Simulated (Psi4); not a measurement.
Method: SAPT0/jun-cc-pVDZ, frozen core run with Psi4.

Psi4 input:

```
molecule {
0 1
H 0.37192002 -0.00000000 0.00000000
H -0.37192002 0.00000000 -0.00000000
--
0 1
C -3.29480951 -0.12544614 0.70002529
C -3.26916183 0.61563759 -0.60778987
C -4.57902082 0.35295450 0.08183169
H -2.93326522 0.38619125 1.58168854
H -3.08870542 -1.18712911 0.68711460
H -3.04573164 0.05532860 -1.50553366
H -2.89024781 1.62866460 -0.61097475
H -5.08630300 1.18825573 0.54524548
H -5.24178254 -0.38504460 -0.34935191
units angstrom
symmetry c1
no_reorient
no_com
}
set basis jun-cc-pvdz
set scf_type df
set freeze_core true
energy('sapt0')
```

Part of the output:

```
    SAPT Results
  --------------------------------------------------------------------------------------------------------
    Electrostatics                 -0.75162731 [mEh]      -0.47165326 [kcal/mol]      -1.97339724 [kJ/mol]
      Elst10,r                     -0.75162731 [mEh]      -0.47165326 [kcal/mol]      -1.97339724 [kJ/mol]

    Exchange                        1.27947543 [mEh]       0.80288295 [kcal/mol]       3.35926227 [kJ/mol]
      Exch10                        1.27947543 [mEh]       0.80288295 [kcal/mol]       3.35926227 [kJ/mol]
      Exch10(S^2)                   1.27746793 [mEh]       0.80162323 [kcal/mol]       3.35399158 [kJ/mol]

    Induction                      -0.18676493 [mEh]      -0.11719676 [kcal/mol]      -0.49035125 [kJ/mol]
      Ind20,r                      -0.19233082 [mEh]      -0.12068941 [kcal/mol]      -0.50496450 [kJ/mol]
      Exch-Ind20,r                  0.13227600 [mEh]       0.08300444 [kcal/mol]       0.34729058 [kJ/mol]
      delta HF,r (2)               -0.12671010 [mEh]      -0.07951179 [kcal/mol]      -0.33267733 [kJ/mol]

    Dispersion                     -0.88152612 [mEh]      -0.55316599 [kcal/mol]      -2.31444651 [kJ/mol]
      Disp20                       -0.96714404 [mEh]      -0.60689205 [kcal/mol]      -2.53923633 [kJ/mol]
      Exch-Disp20                   0.08561792 [mEh]       0.05372606 [kcal/mol]       0.22478982 [kJ/mol]
      Disp20 (SS)                  -0.48357202 [mEh]      -0.30344602 [kcal/mol]      -1.26961816 [kJ/mol]
      Disp20 (OS)                  -0.48357202 [mEh]      -0.30344602 [kcal/mol]      -1.26961816 [kJ/mol]
      Exch-Disp20 (SS)              0.04886367 [mEh]       0.03066242 [kcal/mol]       0.12829156 [kJ/mol]
      Exch-Disp20 (OS)              0.03675425 [mEh]       0.02306364 [kcal/mol]       0.09649826 [kJ/mol]

  Total HF                          0.34108319 [mEh]       0.21403293 [kcal/mol]       0.89551378 [kJ/mol]
  Total SAPT0                      -0.54044293 [mEh]      -0.33913306 [kcal/mol]      -1.41893273 [kJ/mol]
```
